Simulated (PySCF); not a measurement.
A calculated (BLYP, PySCF 2.14, aug-cc-pwCVTZ-DK3, scalar relativity by spin-free X2C-1e) atom or ion has these occupied shells.

| shell | electrons | orbital energy (eV) | rms radius, mean of both spins (bohr) |
| --- | --- | --- | --- |
| 1s α | 1 | -90277.0 | 0.0178 |
| 1s β | 1 | -90277.0 | 0.0178 |
| 2s α | 1 | -16236.3 | 0.0718 |
| 2s β | 1 | -16236.2 | 0.0718 |
| 2p α | 3 | -13973.7 | 0.0663 |
| 2p β | 3 | -13973.7 | 0.0663 |
| 3s α | 1 | -3934.6 | 0.183 |
| 3s β | 1 | -3934.6 | 0.183 |
| 3p α | 3 | -3284.1 | 0.186 |
| 3p β | 3 | -3284.1 | 0.186 |
| 3d α | 5 | -2595.3 | 0.170 |
| 3d β | 5 | -2595.2 | 0.170 |
| 4s α | 1 | -916.31 | 0.401 |
| 4s β | 1 | -916.29 | 0.401 |
| 4p α | 3 | -701.53 | 0.428 |
| 4p β | 3 | -701.52 | 0.428 |
| 4d α | 5 | -446.50 | 0.454 |
| 4d β | 5 | -446.48 | 0.454 |
| 5s α | 1 | -174.44 | 0.880 |
| 5s β | 1 | -174.39 | 0.880 |
| 4f α | 7 | -170.11 | 0.482 |
| 4f β | 7 | -170.09 | 0.482 |
| 5p α | 3 | -113.66 | 1.00 |
| 5p β | 3 | -113.61 | 1.00 |
| 5d α | 5 | -44.260 | 1.32 |
| 5d β | 5 | -44.133 | 1.32 |
| 6s α | 1 | -30.794 | 2.20 |
| 6s β | 1 | -30.251 | 2.20 |
| 6p α | 1 | -19.470 | 2.79 |

**Question.** Name the element and its charge.

**Answer.** Bi²⁺ (bismuth, charge +2), in [Xe] 4f14 5d10 6s2 6p1, 2P determinant.
